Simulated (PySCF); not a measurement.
# The third ionisation energy along group 8

All values are computed (PySCF 2.14, energy differences of UHF-based or UKS calculations, no spin-orbit coupling). Values in eV. The last column holds reference values (NIST; (s) semi-empirical, (t) theoretical, else measured). Unmarked ones compare directly (S terms, centres of terms, or small fine structure); those marked * lie between the lowest fine-structure levels and include a spin-orbit shift.

```
                         element                 configurations     UHF  MP2 (valence)  CCSD(T) (valence)   B97-3    PBE0  r2SCAN         reference
Fe (ANO-RCC-VTZP, spin-free X2C)            [Ar] 3d6 → [Ar] 3d5  28.581         30.150             30.141  31.137  31.105  30.930  30.651 ± 0.012 *
Ru (ANO-RCC-VTZP, spin-free X2C)            [Kr] 4d6 → [Kr] 4d5  26.560         27.791             27.833  28.657  28.445  28.231       28.47 (s) *
Os (ANO-RCC-VTZP, spin-free X2C)  [Xe] 4f14 5d6 → [Xe] 4f14 5d5  24.937         26.084             26.209  26.957  26.783  26.770    25 ± 1.6 (t) *
```

"Valence" correlates the outer s and p shells and, in groups 3 to 12 and the f block, the outer d or f shell, open or full, or the next shell where the ion has no valence electron left; the wider scheme adds the next inner shell.
